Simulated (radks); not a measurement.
Values are calculated unless marked as measured or tabulated.
Effect of the nuclear size on the europium ion Eu+, [Xe] 4f7 6s1. Code: a radial shooting solver on a logarithmic mesh with Libxc functionals. Model: Dirac Kohn-Sham, PBE, spin-unpolarised, spherical densities, finite nucleus; open shells are shared between the two j in proportion to 2j + 1; Fermi nuclear charge, rms radius 5.1115 fm. The rms radius is varied about that value; shifts are against it.

rms radius (fm) = 4.2885: total energy shift (eV) -5.59; density at nucleus (e/bohr^3) 6.048e+05; 1s1/2 shift (meV) -2310; 2s1/2 shift (meV) -295; 4p1/2 shift (meV) 0.390; 5s1/2 shift (meV) -2.26; 5p1/2 shift (meV) 0.184; 6s1/2 shift (meV) -0.200; 6p1/2 (empty) shift (meV) 0.061
rms radius (fm) = 4.9326: total energy shift (eV) -1.28; density at nucleus (e/bohr^3) 5.843e+05; 1s1/2 shift (meV) -528; 2s1/2 shift (meV) -67.4; 4p1/2 shift (meV) 0.089; 5s1/2 shift (meV) -0.516; 5p1/2 shift (meV) 0.042; 6s1/2 shift (meV) -0.046; 6p1/2 (empty) shift (meV) 0.014
rms radius (fm) = 5.1115: total energy shift (eV) 0; density at nucleus (e/bohr^3) 5.792e+05; 1s1/2 shift (meV) 0.000; 2s1/2 shift (meV) 0.000; 4p1/2 shift (meV) 0.000; 5s1/2 shift (meV) 0.000; 5p1/2 shift (meV) 0.000; 6s1/2 shift (meV) 0.000; 6p1/2 (empty) shift (meV) 0.000
rms radius (fm) = 5.5971: total energy shift (eV) 3.64; density at nucleus (e/bohr^3) 5.664e+05; 1s1/2 shift (meV) 1500; 2s1/2 shift (meV) 192; 4p1/2 shift (meV) -0.253; 5s1/2 shift (meV) 1.47; 5p1/2 shift (meV) -0.120; 6s1/2 shift (meV) 0.131; 6p1/2 (empty) shift (meV) -0.039
rms radius (fm) = 6.374: total energy shift (eV) 9.99; density at nucleus (e/bohr^3) 5.485e+05; 1s1/2 shift (meV) 4120; 2s1/2 shift (meV) 526; 4p1/2 shift (meV) -0.693; 5s1/2 shift (meV) 4.03; 5p1/2 shift (meV) -0.328; 6s1/2 shift (meV) 0.358; 6p1/2 (empty) shift (meV) -0.108

Slopes of the eigenvalues against <r^2> in GHz/fm^2, as finite differences over the two radii next to the reference (eigenvalue slopes, not the field-shift constants of lines): 1s1/2 70200, 2s1/2 8970, 4p1/2 -11.8, 5s1/2 68.7, 5p1/2 -5.60, 6s1/2 6.09, 6p1/2 (empty) -1.84.
